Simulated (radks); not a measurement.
Results of a calculation; reference values are marked as such.
Problem. The mean radii <r> (bohr) of the occupied orbitals of an atom or ion are listed with their occupations. Level of theory: scalar-relativistic Kohn-Sham, PBE, spin-polarised, spherical densities, finite nucleus; Fermi nuclear charge, rms radius of each element as measured or else 0.836 A^(1/3) + 0.57 fm (a radial shooting solver on a logarithmic mesh with Libxc functionals).

| orbital | occ. | <r> |
|---|---|---|
| 1s up | 1 | 0.02001 |
| 1s down | 1 | 0.02001 |
| 2s up | 1 | 0.08484 |
| 2s down | 1 | 0.08484 |
| 2p up | 3 | 0.07537 |
| 2p down | 3 | 0.07537 |
| 3s up | 1 | 0.2189 |
| 3s down | 1 | 0.2189 |
| 3p up | 3 | 0.2177 |
| 3p down | 3 | 0.2177 |
| 3d up | 5 | 0.1967 |
| 3d down | 5 | 0.1967 |
| 4s up | 1 | 0.4515 |
| 4s down | 1 | 0.4516 |
| 4p up | 3 | 0.4646 |
| 4p down | 3 | 0.4647 |
| 4d up | 1 | 0.4663 |

Name the element and its charge. Open shells, if any, are filled with parallel spins first.

Solution. Z = 69, thulium, charge +32: Tm32+ in [Kr] 4d1. The 1s radius gives Z: for a bare nucleus <r> = (2 gamma + 1)/(2Z) with gamma = sqrt(1 - (Z/c)^2), 0.01977 bohr for Z = 69, and screening makes it slightly larger (0.02001 here). The occupations add up to 37, and the charge is Z minus that.
